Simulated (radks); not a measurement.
Nd2+, configuration [Xe] 4f4 (the NIST ground configuration). Method: Dirac Kohn-Sham, exchange-only PBE, spin-unpolarised, spherical densities, finite nucleus; open shells fill j = l - 1/2 first; Fermi nuclear charge, rms radius 4.9123 fm; computed with a radial shooting solver on a logarithmic mesh with Libxc functionals.

Spin-orbit splittings of the eigenvalues, e(l+1/2) - e(l-1/2), with zeta = 2 splitting/(2l+1) and mean radii in bohr:

shell  occ.  splitting (eV)  zeta (eV)  <r> j=l-1/2  <r> j=l+1/2
2p        6           520.1      346.7      0.08421      0.09063
3p        6           103.8      69.21       0.2556       0.2681
3d       10           22.45      8.978       0.2394       0.2433
4p        6           22.51      15.01       0.6239       0.6522
4d       10           3.974      1.590       0.7018       0.7119
4f        4               ?          ?        1.093        1.111
5p        6           3.038      2.026        1.662        1.752

Estimate the 4f splitting.

Answer. 0.4039 eV (zeta = 0.1154 eV).
